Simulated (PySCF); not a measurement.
Isomers of C10H10.

All values: PBE0/pcSseg-1 (PySCF) at GFN2-xTB geometries, gas phase, one conformer each.

Question: Rank by the lowest IAO charge on any atom, highest value first.
A. `[CH:1]#[C:2][c:3]1[cH:4][cH:5][c:6]([CH2:7][CH3:8])[cH:9][cH:10]1` with C5–C6–C7–C8 -89° (4-ethylphenylacetylene)
B. `[CH3:1][C:2]#[C:3][C:4]1=[CH:5][CH2:6][CH:7]=[CH:8][CH:9]=[CH:10]1` with C4–C5–C6–C7 71°, C5–C6–C7–C8 -71°, C7–C8–C9–C10 35°, C3–C4–C10–C9 143°
C. `[CH2:1]=[CH:2][c:3]1[cH:4][cH:5][c:6]2[c:7]([cH:8]1)[CH2:9][CH2:10]2` with C1–C2–C3–C4 176°
D. `[CH:1]#[C:2][CH2:3][C:4]1=[CH:5][C:6]2([CH:7]=[CH:8]1)[CH2:9][CH2:10]2` with C2–C3–C4–C5 125°

Answer: D (-0.280 e), C (-0.320 e), A (-0.411 e), B (-0.434 e).

Question: Rank by dipole moment, lowest first.
A. `[CH:1]#[C:2][c:3]1[cH:4][cH:5][c:6]([CH2:7][CH3:8])[cH:9][cH:10]1` with C5–C6–C7–C8 -89°
B. `[cH:1]1[cH:2][c:3]2[c:4]([cH:5][c:6]1[CH:7]1[CH2:8][CH2:9]1)[CH2:10]2` with C5–C6–C7–C8 35°
C. `[CH2:1]=[CH:2][C:3]1=[CH:4][CH:5]=[CH:6][CH:7]=[CH:8][C:9]1=[CH2:10]` with C1–C2–C3–C4 167°
D. `[CH2:1]=[CH:2][c:3]1[cH:4][cH:5][c:6]2[c:7]([cH:8]1)[CH2:9][CH2:10]2` with C1–C2–C3–C4 176°
E. `[CH:1]#[C:2][CH2:3][C:4]1=[CH:5][C:6]2([CH:7]=[CH:8]1)[CH2:9][CH2:10]2` with C2–C3–C4–C5 125°
F. `[CH:1]#[C:2][c:3]1[cH:4][cH:5][cH:6][c:7]([CH2:8][CH3:9])[cH:10]1` with C6–C7–C8–C9 89°

Answer: C (0.30 D), B (0.51 D), D (0.82 D), F (1.04 D), A (1.27 D), E (1.51 D).

Question: Rank by the highest Hirshfeld charge on any atom, lowest value first.
A. `[CH:1]1=[CH:2][c:3]2[cH:4][cH:5][cH:6][cH:7][c:8]2[CH2:9][CH2:10]1` with C1–C2–C3–C4 -163°, C7–C8–C9–C10 147°, C8–C9–C10–C1 48°, C2–C1–C10–C9 -32°
B. `[CH:1]#[C:2][CH2:3][C:4]1=[CH:5][C:6]2([CH:7]=[CH:8]1)[CH2:9][CH2:10]2` with C2–C3–C4–C5 125°
C. `[CH3:1][C:2]#[C:3][C:4]1=[CH:5][CH2:6][CH:7]=[CH:8][CH:9]=[CH:10]1` with C4–C5–C6–C7 71°, C5–C6–C7–C8 -71°, C7–C8–C9–C10 35°, C3–C4–C10–C9 143°

Answer: A (+0.049 e), C (+0.060 e), B (+0.088 e).

All values together:

```
                               SMILES  μ (D)  HOMO (eV)  LUMO (eV)  lowest IAO charge (e)  highest IAO charge (e)  lowest Hirshfeld charge (e)  highest Hirshfeld charge (e)
                  C#CCC1=CC2(C=C1)CC2   1.51      -6.21      -0.58             -0.280 (C)              +0.198 (H)                   -0.129 (C)                    +0.088 (H)
                  C[C@H]1C=Cc2ccccc21   0.74      -6.33      -0.72             -0.408 (C)              +0.157 (H)                   -0.114 (C)                    +0.053 (H)
                        CCC#Cc1ccccc1   0.52      -6.54      -0.76             -0.409 (C)              +0.162 (H)                   -0.110 (C)                    +0.055 (H)
                    C=CC1=CC=CC=CC1=C   0.30      -5.79      -1.70             -0.332 (C)              +0.155 (H)                   -0.105 (C)                    +0.049 (H)
                      C#Cc1cccc(CC)c1   1.04      -6.81      -0.94             -0.411 (C)              +0.202 (H)                   -0.116 (C)                    +0.091 (H)
                      C#Cc1ccc(CC)cc1   1.27      -6.68      -0.89             -0.411 (C)              +0.202 (H)                   -0.116 (C)                    +0.090 (H)
                   c1cc2c(cc1C1CC1)C2   0.51      -6.39      -0.34             -0.289 (C)              +0.155 (H)                   -0.088 (C)                    +0.051 (H)
                     C=CC(=C)c1ccccc1   0.11      -6.78      -0.81             -0.316 (C)              +0.156 (H)                   -0.098 (C)                    +0.050 (H)
C=CC1=C[C@@H]2[C@@H]3C=C[C@H]1[C@H]23   0.63      -6.11      -0.73             -0.332 (C)              +0.154 (H)                   -0.107 (C)                    +0.052 (H)
                      C1=Cc2ccccc2CC1   0.63      -6.27      -0.82             -0.265 (C)              +0.151 (H)                   -0.068 (C)                    +0.049 (H)
                    C=Cc1ccc2c(c1)CC2   0.82      -6.34      -0.95             -0.320 (C)              +0.154 (H)                   -0.105 (C)                    +0.051 (H)
                     CC#CC1=CCC=CC=C1   0.45      -6.33      -0.93             -0.434 (C)              +0.171 (H)                   -0.098 (C)                    +0.060 (H)
```

Conformers: `[CH:1]#[C:2][CH2:3][C:4]1=[CH:5][C:6]2([CH:7]=[CH:8]1)[CH2:9][CH2:10]2` with C2–C3–C4–C5 125°; `[CH2:1]=[CH:2][C:3]1=[CH:4][CH:5]=[CH:6][CH:7]=[CH:8][C:9]1=[CH2:10]` with C1–C2–C3–C4 167°; `[CH:1]#[C:2][c:3]1[cH:4][cH:5][cH:6][c:7]([CH2:8][CH3:9])[cH:10]1` with C6–C7–C8–C9 89°; `[CH:1]#[C:2][c:3]1[cH:4][cH:5][c:6]([CH2:7][CH3:8])[cH:9][cH:10]1` with C5–C6–C7–C8 -89°; `[cH:1]1[cH:2][c:3]2[c:4]([cH:5][c:6]1[CH:7]1[CH2:8][CH2:9]1)[CH2:10]2` with C5–C6–C7–C8 35°; `[CH2:1]=[CH:2][C:3](=[CH2:4])[c:5]1[cH:6][cH:7][cH:8][cH:9][cH:10]1` with C1–C2–C3–C4 180°, C2–C3–C5–C6 90°; `[CH2:1]=[CH:2][C:3]1=[CH:4][C@@H:5]2[C@@H:6]3[CH:7]=[CH:8][C@H:9]1[C@H:10]23` with C1–C2–C3–C4 175°, C3–C4–C5–C6 56°, C4–C5–C6–C7 0°, C5–C6–C7–C8 -57°, C7–C8–C9–C10 -15°; `[CH:1]1=[CH:2][c:3]2[cH:4][cH:5][cH:6][cH:7][c:8]2[CH2:9][CH2:10]1` with C1–C2–C3–C4 -163°, C7–C8–C9–C10 147°, C8–C9–C10–C1 48°, C2–C1–C10–C9 -32°; `[CH2:1]=[CH:2][c:3]1[cH:4][cH:5][c:6]2[c:7]([cH:8]1)[CH2:9][CH2:10]2` with C1–C2–C3–C4 176°; `[CH3:1][C:2]#[C:3][C:4]1=[CH:5][CH2:6][CH:7]=[CH:8][CH:9]=[CH:10]1` with C4–C5–C6–C7 71°, C5–C6–C7–C8 -71°, C7–C8–C9–C10 35°, C3–C4–C10–C9 143°.
